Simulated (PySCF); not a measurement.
Computed magnetic data of one metal complex (SC-NEVPT2 in the d shell, PySCF, with spin-orbit coupling):

| T / K | χT / cm³ K mol⁻¹ | μeff / μB |
| --- | --- | --- |
| 2 | 2.282 | 4.27 |
| 5 | 2.645 | 4.60 |
| 10 | 2.857 | 4.78 |
| 20 | 2.939 | 4.85 |
| 30 | 2.957 | 4.86 |
| 50 | 2.968 | 4.87 |
| 75 | 2.972 | 4.88 |
| 100 | 2.974 | 4.88 |
| 150 | 2.976 | 4.88 |
| 200 | 2.978 | 4.88 |
| 250 | 2.980 | 4.88 |
| 300 | 2.981 | 4.88 |

Powder magnetisation at 2 K: 0.95 μB at 0.5 T, 1.62 μB at 1 T, 2.30 μB at 2 T, 2.65 μB at 3 T, 3.13 μB at 5 T, 3.44 μB at 7 T.

Question: Which of these complexes, all computed at model or optimised geometries, gave the data?
A. [Mn(H2O)6]3+ (d4, octahedral)
B. [FeCl4]2- (d6, tetrahedral)
C. Mn(NH2)3 (d4, trigonal planar)
D. [FeCl3]- (d6, trigonal planar)

Answer: C. Mn(NH2)3 (d4, trigonal planar) has NEVPT2: 2S+1 = 5, 4.88 μB at 300 K, 4.78 μB at 10 K, 3.44 μB at 7 T. The others: [Mn(H2O)6]3+ (d4, octahedral) has NEVPT2: 2S+1 = 5, 4.88 μB at 300 K, 4.68 μB at 10 K, 3.09 μB at 7 T; [FeCl3]- (d6, trigonal planar) has NEVPT2: 2S+1 = 5, 5.65 μB at 300 K, 4.66 μB at 10 K, 2.65 μB at 7 T; [FeCl4]2- (d6, tetrahedral) has NEVPT2: 2S+1 = 5, 5.30 μB at 300 K, 4.30 μB at 10 K, 2.52 μB at 7 T.

On Mn(NH2)3: An active orbital has only 0.70 squared overlap with the free ion's shell, so the metal shell alone is a small active space here.
